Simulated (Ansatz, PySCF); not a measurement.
Molecule: GaBr₂, net charge 1, singlet state. SMILES: [Ga+]([Br])[Br]
Coordinates optimised at B3LYP-D3(BJ)/def2-TZVP (Ansatz, an electronic-structure program):
```
Ga
Br 1 2.1837
Br 1 2.1837 2 180.00
```
Charge +1, spin multiplicity 1.

Wanted: vertical triplet-singlet gap, E(triplet) - E(singlet), in eV. Set-up: six Cartesian d functions in 6-31G* and its kin unless marked 5d; LANL2DZ with its own core potentials from Na on; dispersion terms only where a functional's name holds one; open shells spin-unrestricted; valence correlation only (noble-gas shells and the d and f shells of earlier blocks); non-relativistic; each state is the SCF solution reached for its charge and spin; spin-orbit terms left out. Ab initio and DFT rows: single points at B3LYP-D3(BJ) geometries (Ansatz). The spin state of an ion or metal species was assumed, not searched. Levels can end on unlike triplets.

| level | program | vertical triplet-singlet gap, E(triplet) - E(singlet) (eV) |
|---|---|---|
| HF/6-31G* | Ansatz | 4.36 |
| PBE/6-31G* | Ansatz | 3.61 |
| B3LYP/3-21G | Ansatz | 3.94 |
| B3LYP/6-31G* | Ansatz | 3.85 |
| M06-2X/LANL2DZ | PySCF | 4.21 |
| MP2/6-31G* | Ansatz | 4.83 |
| wB97M-V/def2-TZVPD | Ansatz | 4.53 |
| wB97X-V/def2-TZVPD | Ansatz | 4.65 |

No value to compare with is used here. The 6 habitual levels span 3.61 (PBE/6-31G*) to 4.83 eV (MP2/6-31G*); wB97M-V/def2-TZVPD gives 4.53.

The levels are drawn from those run, B3LYP/6-31G* more often than the rest, none by its result; left out are runs that failed, that the program found above a lower state of the same kind, or whose <S^2> lies over 0.5 above the pure value.
